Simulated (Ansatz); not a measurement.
A nudged elastic band was laid between two geometries of C2H4BBrO (9 atoms, charge 0, multiplicity 1).

Theory: Ansatz 0.2.0, RKS PBE0-D4/def2-SVP.

```
movable images  : 2
climbing image  : yes
spring          : 5.0 eV/Å²
optimiser       : quadratic models (default)
start path      : through a guess of the saddle point
force threshold : 0.05 eV/Å
iteration limit : 60
end points      : relaxed
```

Initial state:

```xyz
9
Properties=species:S:1:pos:R:3
B -0.713 1.222 0.793
C 0.243 0.271 0.112
Br 2.124 0.608 -0.013
C -0.172 -0.895 -0.462
O 0.571 -1.785 -1.075
H -1.882 0.909 0.813
H -0.346 2.253 1.300
H -1.235 -1.159 -0.432
H 1.497 -1.470 -1.053
```

Final state:

```xyz
9
Properties=species:S:1:pos:R:3
B -0.713 1.224 0.792
C 0.241 0.270 0.112
Br 2.122 0.610 -0.018
C -0.173 -0.899 -0.459
O 0.572 -1.785 -1.075
H -0.343 2.261 1.283
H -1.880 0.905 0.828
H -1.234 -1.167 -0.424
H 1.497 -1.467 -1.056
```

**Question.** What changes between the two ends?

**Answer.** No bond is made or broken. The dihedral H6–B1–C2–Br3 goes from 180 to 1°. The two ends are copies of one structure, up to a mirror image or an exchange of like atoms.

**Question.** Give the energies along the band, and the barrier.

**Answer.** The forces met the threshold. The highest image is number 1 of 0 to 3, 0.64 eV above the ends, which have the same energy within 2 meV. The dihedral H6–B1–C2–Br3 jumps by 90° between images 0 and 1, so the path isn't resolved there. Another band between the same ends (9 images) ends at a top of the same energy, where a vibrational analysis finds 1 clearly imaginary mode. So few images can step over the top or miss a turn of the path.

```
image  path coordinate (Å)  energy (eV)  dihedral H6–B1–C2–Br3 (°)
    0                 0.00         0.00                        180
    1                 2.09         0.64                        -90
    2                 3.23         0.37                        -44
    3                 4.37         0.00                          1
```

**Question.** What is the geometry of the highest image?

**Answer.** 
```xyz
9
Properties=species:S:1:pos:R:3
B -0.668 1.254 0.875
C -0.014 0.109 0.072
Br 1.797 0.565 0.586
C -0.228 -0.941 -0.724
O 0.674 -1.771 -1.255
H -0.997 1.075 2.025
H -0.778 2.351 0.380
H -1.255 -1.194 -1.007
H 1.557 -1.495 -0.970
```

The band took 13 iterations and of the order of 3 core-minutes.

Run time: 110 s on 2 threads of AMD EPYC 7R43 64-Core Processor (Zen 3), with other jobs on the host, peak memory 0.28 GiB.
